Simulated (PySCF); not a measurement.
Calculation: ωB97X-D3(BJ)/def2-TZVP // PBE0-D3(BJ)/def2-TZVP run with PySCF. Isolated molecules, 0 K electronic values unless said otherwise. Delta-SCF ions had no search for a lower state. Excitations are Tamm–Dancoff values on a coarser integration grid. The basis has no diffuse functions, so Rydberg states are missing or too high.

Reference species (SMILES): `C#C[SiH]=C` (neutral, multiplicity 1).

```json
{
  "vertical ionisation energy (Delta-SCF)": "8.45 eV",
  "HOMO–LUMO gap": "9.10 eV",
  "T1 excitation (TDA)": "2.69 eV",
  "HOMO": "-8.69 eV"
}
```

Changed species: `I[SiH]=C` (X = iodo; the reference has X = ethynyl).

Problem. What does the change do to the vertical ionisation energy (Delta-SCF), HOMO–LUMO gap, T1 excitation (TDA) and HOMO?

Solution. the vertical ionisation energy (Delta-SCF) rises by 0.10 eV, to 8.55 eV; the HOMO–LUMO gap goes up by 0.37 eV, to 9.47 eV; the T1 excitation (TDA) increases by 0.22 eV, to 2.91 eV; the HOMO drops by 0.13 eV, to -8.82 eV.
